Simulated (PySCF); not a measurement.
Molecule: SMILES C[C@H]1C/C1=C\C(F)(F)F, C6H7F3.

Geometry (Å), atoms numbered from 1 in this order:
```xyz
16

C    -2.1980    0.6437    0.6235
C    -1.3347   -0.4850    0.1131
C    -0.6201   -0.3607   -1.2194
C     0.1179   -0.3161    0.0432
C     1.2641   -0.1739    0.6645
C     2.5543    0.0144   -0.0683
F     2.4143    0.0364   -1.4003
F     3.1657    1.1671    0.2700
F     3.4408   -0.9629    0.2067
H    -1.7956    1.6032    0.3083
H    -3.2107    0.5456    0.2378
H    -2.2404    0.6280    1.7108
H    -1.6966   -1.4709    0.3834
H    -0.5142   -1.2330   -1.8477
H    -0.7187    0.5602   -1.7766
H     1.3643   -0.1870    1.7396
```

Frames of a GFN2-xTB Langevin trajectory at 400 K; GIAO PBE0/pcSseg-1 shieldings in PySCF 2.14, gas phase, non-relativistic; equivalent atoms averaged within each frame.

Shifts are taken against calculated references (same method and geometry level): 13C (186.93 ppm) and 1H (31.72 ppm) vs TMS; CFCl3 for 19F (170.95 ppm). The references are static minima.

Question: How do the shifts (ppm) fluctuate along the trajectory?

Answer: 
| time (fs) | C4 | C6 | C5 | C1 | C3 | C2 | F7/F8/F9 | H16 | H10/H11/H12 | H14 |
| --- | --- | --- | --- | --- | --- | --- | --- | --- | --- | --- |
| 250 | 160.1 | 129.8 | 119.6 | 26.6 | 19.3 | 14.4 | -73.6 | 6.76 | 2.77 | 2.69 |
| 425 | 149.9 | 136.8 | 119.7 | 20.9 | 11.1 | 9.5 | -68.2 | 6.32 | 1.75 | 1.44 |
| 625 | 155.7 | 133.3 | 125.8 | 31.0 | 10.1 | 16.4 | -78.1 | 6.63 | 2.00 | 0.49 |
| 800 | 143.4 | 134.9 | 113.0 | 26.4 | 15.8 | 15.5 | -67.9 | 5.55 | 1.89 | 2.21 |
| 1000 | 148.2 | 133.8 | 120.9 | 15.0 | 15.0 | 8.0 | -72.3 | 7.22 | 0.40 | 2.63 |
| mean of frames | 151.5 | 133.7 | 119.8 | 24.0 | 14.3 | 12.8 | -72.0 | 6.50 | 1.76 | 1.89 |
| standard deviation | 6.5 | 2.6 | 4.6 | 6.2 | 3.8 | 3.7 | 4.2 | 0.62 | 0.86 | 0.93 |

5 frames give an uncertainty of the mean of about the standard deviation over 2.2 at best, since frames this close in time may not be independent; classical motion lacks zero-point vibration, and the reference would need the same averaging.
